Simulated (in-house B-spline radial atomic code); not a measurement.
**Ionising Ru IV (Ru3+) with different functionals**

Computed with a B-spline radial code for spherical atoms: non-relativistic Hamiltonian, point nucleus, spin-polarised at highest spin, spherical fractional occupations for the functionals, the average over the highest-spin determinants for Hartree-Fock. The ionisation energy is the difference of two self-consistent energies, [Kr] 4d5 → [Kr] 4d4, without Breit or QED terms; ε is the level of the shell that loses the electron (its least bound occupied spin orbital). There is no spin-orbit coupling in this Hamiltonian.

Hybrids are left out here: with spherical fractional occupations of an open shell their exact exchange keeps a self-interaction that integer-occupation calculations don't have.

```csv
method,rung,ΔSCF (eV),-ε(4d) (eV)
Hartree-Fock,Hartree-Fock,45.71,46.76
LDA VWN5,LDA,46.59,39.41
LDA PW92,LDA,46.58,39.40
LDA exchange-only,LDA,45.31,38.20
PBE,GGA,46.54,39.35
PBEsol,GGA,46.50,39.32
BLYP,GGA,46.23,39.02
RPBE,GGA,46.50,39.31
PW91,GGA,46.61,39.42
BP86,GGA,46.54,39.35
AM05,GGA,46.46,39.27
OLYP,GGA,46.67,39.43
TPSS,meta-GGA,?,?
SCAN,meta-GGA,46.92,39.77
r2SCAN,meta-GGA,46.98,39.83
M06-L,meta-GGA,46.69,39.49
revTPSS,meta-GGA,?,?
```

(1) What does revTPSS give?

(2) What does TPSS give?

(3) How do they compare with the NIST value?

Results:

(1) ΔSCF 46.47 eV, and -ε(4d) = 39.28 eV.

(2) ΔSCF 46.51 eV, and -ε(4d) = 39.33 eV.

(3) NIST lists 45 eV ± 1.7 (tabulated theory, ground level to ground level). Errors run from +0.31 to +1.98 eV; all lie within about twice that uncertainty, so the table can't rank the methods. Hartree-Fock also lacks correlation.
